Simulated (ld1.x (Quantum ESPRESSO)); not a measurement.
**u(r) = r·R(r): atom against pseudo-atom (Ne (Z = 10))**

Columns: radius, all-electron u(r) and pseudo u(r) of the 2s shell (level -55.42 eV) of neon in the configuration [He] 2s2 2p5; PBEsol, scalar-relativistic, TM scheme, ld1.x (Quantum ESPRESSO) 7.5.

```
r (bohr)  all-electron   pseudo
   0.085        0.4950  -0.1172
   0.170        0.2347  -0.2527
   0.255       -0.1851  -0.4227
   0.340       -0.5593  -0.6292
   0.425       -0.8318  -0.8403
   0.510       -1.0015  -1.0015
   0.595       -1.0862  -1.0862
   0.680       -1.1076  -1.1076
   0.765       -1.0849  -1.0849
   0.850       -1.0334  -1.0334
   0.935       -0.9648  -0.9648
   1.020       -0.8873  -0.8873
   1.105       -0.8066  -0.8066
   1.190       -0.7265  -0.7265
   1.275       -0.6496  -0.6496
   1.360       -0.5773  -0.5773
   1.445       -0.5104  -0.5104
   1.530       -0.4494  -0.4494
   1.615       -0.3942  -0.3942
   1.700       -0.3448  -0.3448
   1.785       -0.3008  -0.3008
   1.870       -0.2618  -0.2618
   1.955       -0.2273  -0.2273
   2.040       -0.1971  -0.1971
   2.125       -0.1707  -0.1707
   2.210       -0.1476  -0.1476
```

How many radial nodes do the two functions have?

The all-electron 2s function has n − l − 1 = 1; the pseudo-wave has 0, since the states of the same l below it are removed with the core.

At about which radius was the pseudo-wave matched?

0.60 bohr. The columns agree to 0.0005 from 0.51 bohr on; several derivatives are matched, so the curves merge somewhat inside the radius.

Is the pseudo-wave norm-conserving?

Yes: the TM scheme keeps the norm inside the radius equal to the all-electron one, which fixes the energy derivative of the logarithmic derivative at the level.
